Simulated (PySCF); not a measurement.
## Dipole moment and polarisability of `C/C(=C\Cl)CC#N`

Compound: C5H6ClN.
Numbering: `[CH3:1]/[C:2](=[CH:3]\[Cl:4])[CH2:5][C:6]#[N:7]` (hydrogens: H8, H9, H10 on C1; H11 on C3; H12, H13 on C5)

Cartesian coordinates in Å at the GFN2-xTB level; atoms count from 1:
```xyz
13
C5H6ClN angstrom
C     -0.8901   -1.1401    0.1811
C     -0.3247    0.2092   -0.1200
C     -0.9723    1.3557    0.0363
Cl    -2.5963    1.4709    0.5998
C      1.1022    0.2202   -0.6196
C      1.9930   -0.1876    0.4412
N      2.6825   -0.5174    1.2902
H     -1.8724   -1.0564    0.6356
H     -0.2281   -1.6769    0.8597
H     -0.9766   -1.7259   -0.7341
H     -0.5332    2.3171   -0.1817
H      1.3966    1.2166   -0.9573
H      1.2153   -0.4850   -1.4489
```

Level: PBE0/def2-SVPD (PySCF), static field, nuclei fixed, core orbitals frozen in the response. The polarisability tensor in these axes (au):

```
x    92.70 -14.82  -0.01
y   -14.82  76.48  -0.72
z    -0.01  -0.72  63.04
```

Problem. Diagonalise the tensor; give its mean and Δα, where Δα² is half the sum of the squared differences of the eigenvalues.

Solution. Principal values 62.96, 67.78 and 101.49 au; mean 77.41 au = 11.47 Å³ = 12.76 × 10⁻⁴⁰ C²·m²/J; Δα = 36.36 au (47 % of the mean).

Problem. What is the dipole moment, and where does it point?

Solution. (-1.24, 0.42, -3.10) D, 3.37 D in size, pointing from the negative to the positive side. Measured along this direction, the outermost atoms are N7 at the negative end and H13 and H10 at the positive end.

Problem. Molar refractivity from α?

Solution. Lorentz–Lorenz: R = (4π/3)N_A α = 2.5225 cm³/(mol·Å³) × 11.47 Å³ = 28.9 cm³/mol, in the limit of long wavelengths.

Problem. Along which axes do the principal values lie, and how far do the nuclei extend along each?

Solution. Largest value along (0.86, -0.51, 0.01), where the nuclei span 5.56 Å; middle along (0.51, 0.85, -0.13), 3.80 Å; least along (0.06, 0.12, 0.99), 2.80 Å. The response follows the extents in order.

Problem. Find the Langevin capture rate constant for O2+ (31.990 u) meeting this molecule (115.019 u), k = 2.342 × 10⁻⁹ cm³/s × √(α in Å³ / reduced mass in u).

Solution. The reduced mass is 25.03 u, so k = 1.59 × 10⁻⁹ cm³/s. The formula leaves out the permanent dipole, which adds to the capture rate.

The structure is a single GFN2-xTB conformer in the gas phase; no vibrational or solvent corrections.

The run behind these numbers computed excited states as well. Hardware: an Arm Neoverse V2 with one thread, shared host with 96 logical CPUs at a one-minute load of 58. Cost: 26 s of wall time, 0.81 GiB resident at most.
